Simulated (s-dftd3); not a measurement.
C$_{6}$H$_{11}$O, doublet, at a GFN2-xTB geometry; D3(bjm) for pbe0 (s-dftd3).

s-dftd3 was given this input:
```
$ s-dftd3 mol.xyz --bjm pbe0 --json dftd3.json --noedisp --grad

# file mol.xyz
18

C     -0.97511288     1.58097870    -0.94203304
C     -0.96231969     0.53522561     0.11085503
C     -1.97227886    -0.54738907     0.09058227
C      0.15344713     0.42274369     1.07514839
C      1.00349514    -0.56158825     0.27571600
C      2.07304886     0.06860748    -0.57898108
O      0.77513768    -1.75479997     0.28390729
H     -1.96906957     2.02875190    -1.00777574
H     -0.25662568     2.37086978    -0.73304793
H     -0.75760249     1.16387695    -1.93176553
H     -2.62178701    -0.47275434    -0.77775111
H     -2.58934883    -0.52972765     0.99332890
H     -1.46799437    -1.52046669     0.07946754
H     -0.16180915    -0.03317521     2.01389098
H      0.67421938     1.36181235     1.24929421
H      1.65956405     0.85865389    -1.19986032
H      2.53323844    -0.68746312    -1.21024054
H      2.83443576     0.50655300     0.06547593
```

Output, abridged:

```
-----------------------------------
 s i m p l e   D F T - D 3  v1.4.0
-----------------------------------

Rational (Becke-Johnson) damping: pbe0-D3(BJ)
---------------------
  s6         1.0000
  s8         0.5288
  s9         0.0000
  a1         0.0079
  a2         6.1623
 alp        14.0000
--------------------

Dispersion energy:      -1.7318497487958E-02 Eh

Gradient norm:           1.3169212870162E-03 Eh/a0
--------------------------------------------------
     #    Z           dE/dx      dE/dy      dE/dz
--------------------------------------------------
     1    6 C    -2.701E-04  4.275E-04 -2.808E-04
     2    6 C    -9.895E-05 -7.200E-06  7.720E-05
     3    6 C    -4.856E-04 -1.927E-04  2.232E-05
     4    6 C     8.080E-05  3.921E-05  3.458E-04
     5    6 C     1.838E-04 -7.693E-05  1.091E-04
     6    6 C     5.252E-04 -9.020E-05 -1.304E-04
     7    8 O     1.925E-04 -3.970E-04  5.339E-05
     8    1 H    -8.216E-05  1.324E-04 -8.424E-05
     9    1 H    -5.035E-05  2.015E-04 -7.917E-05
    10    1 H    -8.093E-05  1.279E-04 -1.882E-04
    11    1 H    -1.650E-04 -6.871E-05 -4.271E-05
    12    1 H    -1.754E-04 -6.936E-05  5.761E-05
    13    1 H    -1.397E-04 -1.464E-04  4.232E-06
    14    1 H     7.116E-06 -4.527E-07  1.903E-04
    15    1 H     5.819E-05  1.049E-04  1.513E-04
    16    1 H     1.868E-04  3.782E-05 -1.105E-04
    17    1 H     1.377E-04 -4.027E-05 -7.474E-05
    18    1 H     1.761E-04  1.795E-05 -2.058E-05
--------------------------------------------------

Virial:
--------------------------------------------------
      component           x          y          z
--------------------------------------------------
          x       9.968E-03 -6.576E-04  2.744E-05
          y      -6.576E-04  5.531E-03 -1.665E-03
          z       2.744E-05 -1.665E-03  4.080E-03
--------------------------------------------------

[Info] JSON dump of results written to 'dftd3.json'
```
